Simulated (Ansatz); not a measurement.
A nudged elastic band was laid between two geometries of CH₅AlF₂O₂ (11 atoms, charge 0, multiplicity 1).

Level of theory: RKS PBE-D4/def2-SVP (Ansatz).

| Property | Result |
| --- | --- |
| movable images | 7 |
| climbing image | yes |
| spring | 5.0 eV/Å² |
| optimiser | quadratic models (default) |
| start path | through a guess of the saddle point |
| force threshold | 0.05 eV/Å |
| iteration limit | 60 |
| end points | relaxed |

Initial state:

```xyz
11
Properties=species:S:1:pos:R:3
Al -0.301 1.029 0.557
O 0.078 -0.524 -0.135
C -0.635 -1.710 -0.371
F -1.649 1.859 0.007
F 0.186 1.337 2.139
H 1.483 0.708 -0.716
O 1.313 1.634 -0.389
H -1.649 -1.523 -0.795
H -0.088 -2.349 -1.098
H -0.766 -2.312 0.559
H 2.030 1.850 0.241
```

Final state:

```xyz
11
Properties=species:S:1:pos:R:3
Al -0.022 1.144 0.726
O 0.421 -0.657 0.119
C -0.569 -1.527 -0.469
F -1.643 1.198 0.266
F 0.271 1.279 2.375
H 1.093 -0.351 -0.542
O 1.178 1.696 -0.405
H -1.109 -1.022 -1.294
H -0.078 -2.454 -0.825
H -1.289 -1.776 0.331
H 1.746 2.470 -0.282
```

Task: Which bonds break or form, and what moves?

Result: Bonds broken: H6–O7. Bonds formed: O2–H6.

Task: Give the energies along the band, and the barrier.

Result: The run converged. The highest image is number 4 of 0 to 8, 0.175 eV above the first end and 0.260 eV above the last; the last end lies 0.085 eV below the first. A vibrational analysis at the climbing image gives one clearly imaginary mode, 775i cm⁻¹: a first-order saddle point. The orbitals stay closed-shell, which can raise the energy where a bond breaks towards radicals; this wasn't checked here.

```json
{"image": "0", "path coordinate (Å)": "0.00", "energy (eV)": "0.000", "H6–O7 (Å)": "1.00", "O2–H6 (Å)": "1.96"}
{"image": "1", "path coordinate (Å)": "0.40", "energy (eV)": "0.002", "H6–O7 (Å)": "1.00", "O2–H6 (Å)": "1.93"}
{"image": "2", "path coordinate (Å)": "0.80", "energy (eV)": "0.014", "H6–O7 (Å)": "1.01", "O2–H6 (Å)": "1.83"}
{"image": "3", "path coordinate (Å)": "1.20", "energy (eV)": "0.055", "H6–O7 (Å)": "1.03", "O2–H6 (Å)": "1.65"}
{"image": "4", "path coordinate (Å)": "1.60", "energy (eV)": "0.175", "H6–O7 (Å)": "1.23", "O2–H6 (Å)": "1.26"}
{"image": "5", "path coordinate (Å)": "1.98", "energy (eV)": "0.007", "H6–O7 (Å)": "1.63", "O2–H6 (Å)": "1.03"}
{"image": "6", "path coordinate (Å)": "2.36", "energy (eV)": "-0.060", "H6–O7 (Å)": "1.85", "O2–H6 (Å)": "1.00"}
{"image": "7", "path coordinate (Å)": "2.74", "energy (eV)": "-0.082", "H6–O7 (Å)": "2.00", "O2–H6 (Å)": "0.99"}
{"image": "8", "path coordinate (Å)": "3.12", "energy (eV)": "-0.085", "H6–O7 (Å)": "2.05", "O2–H6 (Å)": "0.99"}
```

Task: What is the geometry of the highest image?

Result: 
```xyz
11
Properties=species:S:1:pos:R:3:forces:R:3
Al -0.222 1.145 0.715 -0.01 0.00 0.00
O 0.260 -0.552 0.173 0.00 0.00 0.00
C -0.521 -1.579 -0.426 0.00 0.01 0.00
F -1.738 1.571 0.146 0.00 0.00 0.00
F 0.197 1.556 2.283 0.00 0.00 0.00
H 1.024 0.224 -0.453 0.00 0.00 0.00
O 1.164 1.444 -0.492 0.00 0.00 0.00
H -1.254 -1.175 -1.159 0.00 0.00 0.00
H 0.143 -2.303 -0.941 0.00 0.00 0.00
H -1.080 -2.125 0.362 0.00 0.00 0.00
H 2.027 1.794 -0.207 0.00 0.00 0.00
```

Task: What are the harmonic wavenumbers there?

Result: 775i, 54, 82, 137, 174, 214, 242, 311, 438, 492, 610, 671, 753, 811, 927, 1119, 1140, 1151, 1351, 1419, 1425, 1433, 1877, 2951, 3039, 3056, 3755 cm⁻¹.

Run time: 59 s on 2 threads of AMD EPYC 9R45 96-Core Processor (Zen 5), on a shared host, peak memory 0.17 GiB.
